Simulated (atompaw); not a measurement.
Before and after: PAW (atompaw) potential for thallium

```json
{
 "Element": "thallium",
 "Generator": "atompaw 4.2.0.5",
 "Type": "PAW",
 "Functional": "PBE",
 "Relativity": "scalar-relativistic",
 "Frozen core": "[Xe] 4f14 5d10",
 "Valence charge": "3",
 "Reference configuration": "6s2 6p0 (charge +1)",
 "Partial waves": "6s (bound): rc 2.95 bohr; 6s channel at 1.3 Ry: rc 1.90 bohr; 6p (bound, empty): rc 2.95 bohr; 6p channel at 0.1 Ry: rc 2.95 bohr; 6d channel at -0.05 Ry: rc 2.60 bohr; 6d channel at 1.65 Ry: rc 2.60 bohr",
 "Local potential": "bessel scheme, radius 2.40 bohr",
 "Core correction": "smooth core density matched at 2.80 bohr",
 "Augmentation charge": "besselshape compensation charge, radius 2.25 bohr; PAW radius 2.95 bohr; waves and projectors: custom rrkj gramschmidtortho"
}
```

All-electron outer shells of the reference configuration (PBE, scalar-relativistic, ld1.x):

| shell | level (eV) | outermost node (bohr) | outermost maximum (bohr) |
| --- | --- | --- | --- |
| 5d | -22.75 | 0.53 | 1.11 |
| 6s | -16.31 | 1.04 | 2.05 |
| 6p | -8.19 | 1.22 | 2.70 |

Change: removed wave 6d channel at 1.65 Ry: rc 2.60 bohr.

Cutoffs: the cutoffs (Ry, on a coarse ladder) from which the occupation-weighted sum of valence levels, in a spherical-Bessel basis at the reference potential, stays within 10 and 1 mRy of its value at 400 Ry; they do not see the model core or the augmentation charge, which bear on the density cutoff.

What does the change do?

Both files are so soft that the ladder of cutoffs tells neither apart; the bound ghost in d disappears; the range in which the d phases agree narrows (upper end 4.9 → 0.2).

| quantity | base | changed |
| --- | --- | --- |
| cutoff, loose | 6 Ry | 6 Ry |
| cutoff, tight | 6 Ry | 6 Ry |
| bound ghosts | d | none |
| s: phases at 2.97 bohr within 0.05 rad from the reference energy up to (Ry; the scan ends near 5) | 2.1 | 2.1 |
| p: phases at 2.97 bohr within 0.05 rad from the reference energy up to (Ry; the scan ends near 5) | 2.8 | 2.8 |
| d: phases at 2.97 bohr within 0.05 rad from the reference energy up to (Ry; the scan ends near 5) | 4.9 | 0.2 |
| lowest overlap eigenvalue by channel | s 0.46, p 0.57, d 0.82 | s 0.46, p 0.57, d 1.00 |

 A true bound ghost makes a file unfit for plane-wave use even where its test errors are small: the radial tests pick states by their node count and pass the ghost by. The cutoffs see the waves, projectors and local potential, not the compensation charge or the core.
